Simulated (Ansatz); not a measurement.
Saddle point of Si2H8O2, closed shell (Si₂H₆O₂ ([OH][SiH2][O][SiH3]) + H₂ → Si₂H₆O ([SiH3][O][SiH3]) + H₂O; bonds formed: Si1–H8, O2–H7; bonds broken: Si1–O2, H7–H8), PBE0-D4/def2-TZVP structure:

Si1  (0.824, -0.057, -0.828)
O2  (1.120, 1.788, -0.724)
O3  (-0.643, -0.732, -0.503)
Si4  (-1.413, -1.047, 0.918)
H5  (0.700, 0.043, -2.314)
H6  (2.057, -0.853, -0.616)
H7  (0.965, 1.488, 0.326)
H8  (0.916, 0.443, 0.870)
H9  (0.472, 2.371, -1.142)
H10  (-1.808, 0.220, 1.588)
H11  (-0.558, -1.839, 1.840)
H12  (-2.632, -1.824, 0.585)
(Å)

Energies are electronic, without zero-point energy. Barriers and step energies count from the start structure reached by relaxing down the imaginary mode; all methods use the PBE0-D4 structures, on which another method's saddle can fall below an end. Computed with Ansatz 0.2.0 (basis: def2-TZVPP, with def2-QZVPP for the basis limit); correlated methods freeze the cores. B3LYP uses VWN-RPA correlation. Extrapolation: Hartree–Fock as exp(−7.88 √X), correlation as X^−2.97.

```csv
method,barrier (kJ/mol),step energy (kJ/mol)
SPW92,168.2,73.5
PBE-D4,205.4,77.0
BLYP-D4,231.9,84.7
r2SCAN-D4,224.1,85.4
B97M-V,?,81.9
PBE0-D4,220.8,77.0
B3LYP-D4,241.5,84.0
r2SCAN0-D4,233.2,83.7
BHLYP-D4,259.7,84.3
CAM-B3LYP-D4,242.9,84.1
wB97X-V,239.3,81.1
wB97M-V,234.9,81.6
B2PLYP,247.3,83.7
PBE-QIDH,236.1,80.4
RPA on PBE,?,79.8
HF,307.6,82.8
MP2,?,87.5
CCSD,254.6,80.7
CCSD(T),245.7,81.9
```

(1) Fill in the withheld barriers. (Judge from chemistry; the value comes from the calculation.)

No T1 diagnostic of these runs exceeds 0.013.

Results:

(1) The calculation gives: MP2 245.9; RPA on PBE 245.8; B97M-V 228.8 kJ/mol. Each is the energy of the saddle less that of the start structure, by the same method.

For comparison, the barrier by CCSD(T) at an estimated basis limit (MP2 extrapolated from triple and quadruple zeta, plus CCSD(T) − MP2 in triple zeta) is 246.3 kJ/mol.

Labels in which every atom is bracketed show which atoms are joined, not bond orders.

For scale, one of the runs: CCSD(T)/def2-TZVPP, 258 basis functions, launched by `ansatz run in.yaml --threads 4 --pin off --events-out ev --progress --plain --max-ram 9574MiB`. Time: 2.3 min of wall clock on 4 CPU threads of an Arm Neoverse V2; the host was shared. Peak host memory: 5.7 GiB.
